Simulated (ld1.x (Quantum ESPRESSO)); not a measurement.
# Scattering properties, TM potential for iridium (Ir)

* Element: iridium (Ir)
* Generator: ld1.x (Quantum ESPRESSO) 7.5
* Type: norm-conserving Troullier–Martins (Kleinman–Bylander form)
* Functional: BLYP
* Relativity: scalar-relativistic
* Frozen core: [Kr] 4d10 4f14
* Valence charge: 17
* Reference configuration: 5s2 5p6 5d7 6s0 6p0 (charge +2)
* Partial waves: 5p (bound): rc 2.00 bohr; 5d (bound): rc 1.50 bohr; 5f channel at 0.05 Ry: rc 2.00 bohr; 5s (bound): rc 1.70 bohr
* Local potential: the s channel
* Core correction: none

The phase is arctan(r·u′/u) with u = r·R(r), unwrapped; energies in Ry, scanned from -10 to 5 Ry. A pole is an energy at which the radial function vanishes at the test radius. The pseudo phase is shifted by a multiple of π to meet the all-electron one at the reference energy, and phase errors are pseudo minus all-electron; the curves can meet again beyond the range given. Levels narrower than the energy grid can be missing from the lists of poles. n/a: not evaluated, since a narrow level or a reset projector energy made the automatic matching unsafe.

Problem. For each channel, where are the poles, and over which energies does the pseudopotential scatter like the atom?

Solution.

| channel | radius (bohr) | reference energy (Ry) | poles, all-electron | poles, pseudo | unbroken range about the reference energy with phases within 0.05 rad | phase error 1 Ry above the reference energy (rad) |
| --- | --- | --- | --- | --- | --- | --- |
| s | 2.20 | -8.50 | -8.44, 2.77 | -8.44, 0.10 | below -3.9 | -0.002 |
| p | 2.20 | -5.32 | -5.11 | -5.11 | the whole range | -0.000 |
| d | 2.20 | -1.79 | -0.86 | -0.86 | the whole range | -0.000 |
| f | 2.20 | 0.05 | 3.83 | 3.76 | n/a | n/a |

Phases in the s channel:

```
E (Ry)  all-electron  pseudo
-10.00         1.389   1.388
 -9.52         1.376   1.375
 -9.04         1.346   1.345
 -8.56        -0.057  -0.068
 -8.08        -1.717  -1.718
 -7.60        -1.749  -1.752
 -7.12        -1.768  -1.770
 -6.64        -1.783  -1.787
 -6.16        -1.800  -1.806
 -5.68        -1.818  -1.827
 -5.20        -1.840  -1.853
 -4.72        -1.867  -1.887
 -4.24        -1.901  -1.934
 -3.76        -1.948  -2.006
 -3.28        -2.014  -2.132
 -2.80        -2.118  -2.396
 -2.32        -2.298  -3.061
 -1.84        -2.647  -3.957
 -1.36        -3.281  -4.368
 -0.88        -3.901  -4.546
 -0.40        -4.237  -4.644
  0.08        -4.411  -4.710
  0.56        -4.514  -4.760
  1.04        -4.581  -4.805
  1.52        -4.629  -4.849
  2.00        -4.666  -4.897
  2.48        -4.697  -4.957
  2.96        -4.722  -5.040
  3.44        -4.746  -5.175
  3.92        -4.768  -5.438
  4.40        -4.790  -6.031
  4.88        -4.812  -6.853
```
